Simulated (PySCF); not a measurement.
## Spinor energies of Mo (molybdenum, neutral)

Start: [Kr] 4d5 5p1; 4d5/2 filled at m_j = -3/2, -1/2, +1/2, +3/2, +5/2; 5p3/2 filled at m_j = +3/2. Calculated with PySCF 2.14 in x2c-TZVPall-2c with one added diffuse shell each of s, p, d type (9s10p8d1f, 86 functions): generalised Hartree-Fock with the X2C-1e Hamiltonian and a Gaussian nucleus; one run each with spin-orbit coupling (SO) switched off, then screened by Boettger's factors. This is a chosen level, not necessarily the ground level.

```csv
spinor shell,electrons,"ε, spin-free (eV)","ε, screened SO (eV)",weight of nominal j (screened SO),"rms radius, screened SO (bohr)"
1s1/2,2,-20108.6,-20107.5,1.000,0.0404
2s1/2,2,-2916.3,-2916.1,1.000,0.166
2p1/2,2,-2600.8,-2674.3,1.000,0.145
2p3/2,4,-2600.8,-2566.3,1.000,0.149
3s1/2,2,-529.66,-529.62,1.000,0.456
3p1/2,2,-423.41,-436.05,1.000,0.455
3p3/2,4,-423.41,-417.50,1.000,0.465
3d3/2,4,-250.54,-252.73,0.971,0.451
3d5/2,6,-250.54,-249.07,0.980,0.455
4s1/2,2,-80.419,-80.439,1.000,1.19
4p1/2,2,-49.334,-54.147,0.652,1.34
4p3/2,4,-49.334,-47.030,0.826,1.33
4d5/2,5,-10.984,-11.018,0.581,2.07
5p3/2,1,-3.424,-3.394,1.000,5.84
```

```csv
quantity,spin-free,screened SO
E (hartree),-4045.84817,-4046.32287
M_J,4,4
⟨J²⟩,20.036,20.030
⟨L²⟩,2.033,2.048
⟨S²⟩,12.003,11.996
```

Each row is a mean over spinors that exchange with the open shell spreads, by up to 8.219 eV (4p3/2).

Rows whose weight is well below 1 are mixtures of j = l ± 1/2: exchange outweighs spin-orbit coupling there, and the label is only the starting occupation.

Breit and QED terms are absent; they matter most for the inner s and p1/2 levels.

Densities and radii are taken from the X2C orbitals without a picture-change correction, which distorts them close to the nucleus.

Without spin-orbit coupling the j labels of p, d and f shells carry no meaning; the spin-free column gives the mean over the occupied spinors of each nl shell.
